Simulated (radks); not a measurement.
The numbers below are computed, except where a source is named.
Polarisability of the vanadium ion V3+, [Ar] 3d2, at imaginary frequency. Code: a radial shooting solver on a logarithmic mesh with Libxc functionals. Model: non-relativistic Kohn-Sham, LDA (Slater exchange, Perdew-Wang correlation), spin-polarised, spherical densities, point nucleus; open shells are filled with parallel spins first. Response by self-consistent Sternheimer equations with the Hartree and adiabatic LDA kernel.

w (hartree)  alpha1(iw) (bohr^3)
0.00266                    2.280
0.0143                     2.280
0.0360                     2.278
0.0697                     2.271
0.118                      2.254
0.186                      2.217
0.280                      2.147
0.413                      2.028
0.605                      1.844
0.892                      1.584
1.35                       1.240
2.12                      0.8293
3.59                      0.4352
6.94                      0.1628
17.5                     0.03651

Static values: alpha1 = 2.280 bohr^3 (0.3379 angstrom^3; uncoupled 3.073). C6 = 5.864, triple-dipole C9 = 9.306 atomic units. One-pole (London) frequency 4 C6 / (3 alpha1^2) = 1.504 hartree, against 1.407 for minus the highest occupied eigenvalue. The dipole shielding factor is 0.870, as the force sum rule N/Z = 0.870 demands.
